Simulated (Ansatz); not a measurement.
Consider the redistribution: `[Cl][InH][SeH]` + `COBF` → `[SeH][InH2]` + `COB(F)Cl`.

Calculated with Ansatz (gas phase, PBE0-D4/def2-TZVP geometries, no zero-point term in ΔE). CCSD(T)/CBS is the MP2 limit (def2-TZVPP, def2-QZVPP) plus CCSD(T) − MP2 in def2-TZVPP, frozen cores. Functionals use def2-TZVPP. Elements past krypton have def2 core potentials. For In, Se outer-core shells are correlated without core-valence functions, which leaves a few kJ/mol of doubt a bond. Scalar relativity is left out up to krypton. Each species was taken in one conformer, which may not be the lowest.

(1) Is it downhill or uphill in electronic energy at CCSD(T)/CBS, and by how much? (Best estimate.)

(2) What do these levels give: PBE0, r2SCANh, CAM-B3LYP, CCSD/def2-TZVPP, CCSD(T)/def2-TZVPP, HF/CBS(def2)? (An estimate is asked.)

(3) What do rigid-rotor, harmonic-oscillator terms from PBE0-D4/def2-TZVP frequencies (298.15 K, 1 bar) make of the CCSD(T)/CBS value? (An estimate is asked.)

Largest T1 diagnostic among the species: 0.013.

Answers

(1) Computed: Uphill: ΔE = +11.5 kcal/mol.

(2) The calculation gave: PBE0 9.5, r2SCANh 9.4, CAM-B3LYP 10.3, CCSD/def2-TZVPP 10.3, CCSD(T)/def2-TZVPP 9.9, HF/CBS(def2) 13.9 kcal/mol.

(3) Computed: ΔZPE = -1.6 kcal/mol, ΔH = +9.8 kcal/mol, ΔS = 7 J/(mol·K), ΔG = +9.4 kcal/mol. Modes under 50 cm⁻¹ make the entropy rough.

In def2-TZVPP, CCSD(T) changes the Hartree–Fock value by −3.8 kcal/mol (the triples alone add −0.4 kcal/mol) and MP2 by −3.2 kcal/mol. At CCSD(T), def2-SVP lies −3.9 kcal/mol from the extrapolated value and def2-TZVPP −1.6 kcal/mol. Leaving LDA and LC-ωPBE aside and taking each functional with its dispersion term where it has one, the values, not all of them listed here, spread over 3.9 kcal/mol, from B97M-V to BHLYP-D4. LDA lies −3.8 kcal/mol from PBE without D4.
